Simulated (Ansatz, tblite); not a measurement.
Removing and adding an electron: SiHMe2(SiH3) (C2H10Si2). Total charge 0; singlet. Geometry: PBE-D4/def2-SVP. Ansatz, gas phase; energy differences of separate SCF runs; the oxidised species was run as a doublet alone; the reduced species was run as a doublet alone.

```
atom   x (Å)   y (Å)   z (Å)
 Si1  -0.032   0.564  -0.099
  H2  -0.359   2.034   0.019
  C3   1.851   0.340  -0.048
  H4   2.278   0.747   0.891
  H5   2.330   0.867  -0.899
  H6   2.122  -0.733  -0.111
  C7  -0.749  -0.101  -1.724
  H8  -1.846   0.054  -1.770
  H9  -0.551  -1.187  -1.829
 H10  -0.293   0.417  -2.593
Si11  -1.020  -0.550   1.728
 H12  -0.559   0.024   3.044
 H13  -0.647  -2.013   1.710
 H14  -2.525  -0.462   1.682
```

The xTB rows come from tblite. Correlated methods freeze 12 core orbitals.

Task: Estimate orbital energies and vertical ionisation energies and electron affinities at: GFN1-xTB; GFN2-xTB; HF/def2-TZVP; PBE-D4/def2-TZVP; PBE-D4/def2-TZVPD; r2SCAN-D4/def2-TZVP; r2SCAN-D4/def2-TZVPD; PBE0-D4/def2-TZVP; PBE0-D4/def2-TZVPD; MP2/def2-TZVP; CCSD/def2-TZVP; CCSD(T)/def2-TZVP.

Result: 
```tsv
level	−HOMO (eV)	vertical IE (eV)	−LUMO (eV)	vertical EA (eV)	HOMO–LUMO gap (eV)	IE − EA (eV)	remarks
GFN1-xTB	11.05	13.34	6.62	–	4.43	–	–
GFN2-xTB	9.65	12.30	5.22	2.29	4.42	10.01	–
HF/def2-TZVP	–	9.10	–	–	–	–	–
PBE-D4/def2-TZVP	6.64	9.47	0.46	–	6.18	–	–
PBE-D4/def2-TZVPD	6.65	–	0.68	-0.90	5.97	–	HOMO above zero (-1 doublet)
r2SCAN-D4/def2-TZVP	6.88	9.56	0.15	–	6.74	–	–
r2SCAN-D4/def2-TZVPD	6.88	–	0.24	-1.10	6.64	–	HOMO above zero (-1 doublet)
PBE0-D4/def2-TZVP	7.75	9.67	-0.35	–	8.10	–	–
PBE0-D4/def2-TZVPD	7.76	–	-0.03	-1.08	7.78	–	HOMO above zero (-1 doublet)
MP2/def2-TZVP	–	9.80	–	–	–	–	–
CCSD/def2-TZVP	–	9.80	–	–	–	–	–
CCSD(T)/def2-TZVP	–	9.80	–	–	–	–	–
```

   A HOMO above zero means that the electron is unbound at that level or that self-interaction error raises the level; the energy of removing that electron tells which. Raw xTB energy differences between charge states are shifted by several eV; the methods need an empirical correction for them. A negative affinity means that the extra electron isn't bound; its size then hangs on the basis.
